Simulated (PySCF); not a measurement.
## B⁺ (boron, charge +1): PBE0 calculation

Configuration: [He] 2s2, closed-shell 1S. Computed with PySCF 2.14 in def2-TZVP, with no relativity, point nucleus.

| Item | Value |
| --- | --- |
| Total energy | -24.3006 hartree |
| One-electron energy | -30.3731 hartree |
| Hartree (Coulomb) energy | 9.6284 hartree |
| Exchange-correlation energy | -3.5558 hartree |
| Kinetic energy | 24.23128 hartree |
| ⟨S²⟩ | 0.0000 |
| ⟨L²⟩ | 0.000 |
| Sum of ⟨r⟩ | 4.220 bohr |
| Sum of ⟨r²⟩ | 7.811 bohr² |
| Density at the nucleus (Gaussians lack the cusp) | 70.4 bohr⁻³ |
| Langevin diamagnetic susceptibility | -6.19 ×10⁻⁶ cm³/mol |
| Time after the integrals | 0.11 s of wall time on 1 thread of Neoverse-N1 (shared host) |

| shell | electrons | mean orbital energy (hartree) | rms radius, mean of both spins (bohr) |
| --- | --- | --- | --- |
| 1s | 2 | -7.38329 | 0.381 |
| 2s | 2 | -0.76382 | 1.94 |
